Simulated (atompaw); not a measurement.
Which change was made? (Sb, PAW (atompaw))

Sb (Z = 51), PAW, made with atompaw 4.2.0.5 (PBE, scalar-relativistic). Core [Kr] 4d10, reference 5s2 5p1.5 (charge +1.5). Waves: 5s (bound): rc 2.20 bohr; 5s channel at 1.35 Ry: rc 2.20 bohr; 5p (bound): rc 2.20 bohr; 5p channel at -0.7 Ry: rc 2.05 bohr; 5d channel at 0.1 Ry: rc 2.20 bohr. Local part: troulliermartins scheme with l = 3 at 0 Ry, radius 2.05 bohr. Core correction: smooth core density matched at 2.15 bohr. Augmentation charge: besselshape compensation charge, radius 2.05 bohr; PAW radius 2.20 bohr; waves and projectors: custom rrkj gramschmidtortho.

Cutoffs, loose and tight: the cutoffs (Ry, on a coarse ladder) from which the occupation-weighted sum of valence levels, in a spherical-Bessel basis at the reference potential, stays within 10 and 1 mRy of its value at 400 Ry. They see the waves, projectors and local potential, not the compensation charge or the core.

The base gives: outcome: generated; cutoff, loose: 6 Ry; cutoff, tight: 8 Ry; bound ghosts: s, p.

(1) After one change the result is: outcome: generated; cutoff, loose: 12 Ry; cutoff, tight: 21 Ry; bound ghosts: s, p. Which change was it?
A. core [Kr], valence charge 15; reference 4d10 5s2 5p2.5; waves now 5s (bound): rc 2.25 bohr; 5s channel at 0.7 Ry: rc 2.25 bohr; 5p (bound): rc 2.25 bohr; 5p channel at 2 Ry: rc 2.25 bohr; 4d (bound): rc 1.35 bohr; 4d channel at -1.45 Ry: rc 1.35 bohr; 4f channel at -0.1 Ry: rc 2.25 bohr; local potential troulliermartins scheme with l = 4 at 0 Ry, radius 1.95 bohr; core correction smooth core density matched at 1.45 bohr; augmentation besselshape compensation charge, radius 1.85 bohr; PAW radius 2.25 bohr; waves and projectors: custom rrkj gramschmidtortho
B. reference 5s1.75 5p3.25; added wave 5d channel at 2.3 Ry: rc 2.20 bohr
C. wave 5s (bound): rc 2.20 bohr becomes 5s (bound): rc 1.84 bohr

Answers

(1) C. The others give: reference 5s1.75 5p3.25; added wave 5d channel at 2.3 Ry: rc 2.20 bohr → outcome: generated; cutoff, loose: 6 Ry; cutoff, tight: 8 Ry; bound ghosts: s, p, d | core [Kr], valence charge 15; reference 4d10 5s2 5p2.5; waves now 5s (bound): rc 2.25 bohr; 5s channel at 0.7 Ry: rc 2.25 bohr; 5p (bound): rc 2.25 bohr; 5p channel at 2 Ry: rc 2.25 bohr; 4d (bound): rc 1.35 bohr; 4d channel at -1.45 Ry: rc 1.35 bohr; 4f channel at -0.1 Ry: rc 2.25 bohr; local potential troulliermartins scheme with l = 4 at 0 Ry, radius 1.95 bohr; core correction smooth core density matched at 1.45 bohr; augmentation besselshape compensation charge, radius 1.85 bohr; PAW radius 2.25 bohr; waves and projectors: custom rrkj gramschmidtortho → outcome: generated; cutoff, loose: 90 Ry; cutoff, tight: 140 Ry; bound ghosts: none.
